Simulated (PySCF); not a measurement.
These are PBE0-D3(BJ)/def2-TZVP in PySCF values and carry that method's errors. Gas-phase values, no solvent. One relaxed conformer stands for a flexible species; it need not be the lowest. 

Reference species (SMILES): `NC1=BB1` (neutral, multiplicity 1).

* **HOMO–LUMO gap**: 4.45 eV
* **S1 oscillator strength**: 0.005

Changed species: `B(=C/B=N)/[H]`.

Question: What does the change do to the HOMO–LUMO gap and S1 oscillator strength?

Answer: the HOMO–LUMO gap rises by 0.65 eV, to 5.10 eV; the S1 oscillator strength hardly moves.
